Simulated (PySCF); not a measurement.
## Dipole moment and polarisability of `C=C[C@@H](F)[C@@H]1O[C@@H]1F`

Compound: C5H6F2O.
Numbering: `[CH2:1]=[CH:2][C@@H:3]([F:4])[C@@H:5]1[O:6][C@@H:7]1[F:8]` (hydrogens: H9, H10 on C1; H11 on C2; H12 on C3; H13 on C5; H14 on C7)

Structure used (GFN2-xTB), in Å, numbered top down from 1:
```
atom  x, y, z in Å
C1    -2.043    1.226    0.008
C2    -1.080    0.444    0.455
C3    -0.430   -0.644   -0.354
F4    -1.054   -0.792   -1.573
C5     1.034   -0.323   -0.610
O6     1.979   -1.365   -0.500
C7     2.017   -0.406    0.469
F8     1.595   -0.776    1.702
H9    -2.431    1.123   -0.991
H10   -2.484    1.988    0.626
H11   -0.687    0.531    1.458
H12   -0.510   -1.612    0.159
H13    1.204    0.372   -1.427
H14    2.890    0.234    0.546
```

Level: PBE0/def2-SVPD (PySCF), static field, nuclei fixed, core orbitals frozen in the response. The polarisability tensor in these axes (au):

```
x    72.22 -11.35   5.09
y   -11.35  58.98  -0.38
z     5.09  -0.38  58.33
```

Task: Give the principal values, the mean and the anisotropy Δα = √{½[(α1 − α2)² + (α2 − α3)² + (α1 − α3)²]}.

Result: Principal values 51.63, 58.15 and 79.74 au; mean 63.18 au = 9.36 Å³ = 10.42 × 10⁻⁴⁰ C²·m²/J; Δα = 25.48 au (40 % of the mean).

Task: What is the dipole moment, and where does it point?

Result: (0.40, 2.12, 0.64) D, 2.25 D in size, pointing from the negative to the positive side. Measured along this direction, the outermost atoms are H12 at the negative end and H10 at the positive end.

Task: Along which axes do the principal values lie, and how far do the nuclei extend along each?

Result: Largest value along (0.86, -0.47, 0.21), where the nuclei span 5.41 Å; middle along (0.00, 0.41, 0.91), 3.31 Å; least along (0.52, 0.78, -0.35), 3.07 Å. The response follows the extents in order.

Task: How large is μ²/3kT at 350 K beside α?

Result: In Gaussian units μ²/3kT = 34.81 Å³ against 9.36 Å³, a ratio of 3.72; the Debye molar polarisation (4π/3)N_A(α + μ²/3kT) is 111.4 cm³/mol, leaving out the vibrational part.

Task: Find the Langevin capture rate constant for O2+ (31.990 u) meeting this molecule (120.039 u), k = 2.342 × 10⁻⁹ cm³/s × √(α in Å³ / reduced mass in u).

Result: The reduced mass is 25.26 u, so k = 1.43 × 10⁻⁹ cm³/s. The formula leaves out the permanent dipole, which adds to the capture rate.

Task: Form Σ f/ω² (atomic units) for the 8 lowest TDDFT singlets, given as eV and f, and set it beside the mean polarisability, which is this sum over all singlets: 7.39, 0.3001; 7.59, 0.0281; 7.70, 0.1091; 8.00, 0.0144; 8.08, 0.0722; 8.27, 0.0159; 8.44, 0.0229; 8.54, 0.0061.

Result: They add up to 7.24 au, 11.5 % of the 63.18 au; the largest single term is 4.06 au, from the state at 7.39 eV. Terms in order: 4.06, 0.36, 1.36, 0.17, 0.82, 0.17, 0.24, 0.06 au. Higher excitations give the rest. The strengths listed sum to 0.569.

The structure is a single GFN2-xTB conformer in the gas phase; no vibrational or solvent corrections.

These values come from a run that also computed excited states. The run took 44 s on one thread of an Arm Neoverse V2, on a shared host, and the process peaked at 0.86 GiB of memory.
